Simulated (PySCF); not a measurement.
V⁺ (vanadium, charge +1) across methods

[Ar] 3d4, high-spin 5D determinant. Computed with PySCF 2.14 in aug-cc-pVTZ with one added diffuse shell each of s, p, d, f, g type (9s8p6d4f3g, 118 functions), with no relativity, point nucleus. The B2PLYP total includes its PT2 part (frozen core); its orbital energies are those of the SCF part.

```csv
method,E (hartree),mean ε 3p α (eV),mean ε 3p β (eV),mean ε 3d α (eV),Σ⟨r²⟩ (bohr²),⟨S²⟩
PBE,-943.436,-47.833,-44.506,-9.959,22.86,6.000
BP86,-943.786,-47.877,-44.689,-10.039,22.77,6.000
LDA,-941.507,-47.808,-44.626,-10.114,22.81,6.000
B2PLYP,-943.418,-55.037,-49.179,-13.087,22.06,6.001
UHF,-942.67486,-61.431,-52.903,-15.954,21.60,6.001
PBE0,-943.474,-51.494,-47.008,-11.622,22.49,6.000
r2SCAN0,-943.631,-52.440,-47.339,-11.738,22.23,6.001
```
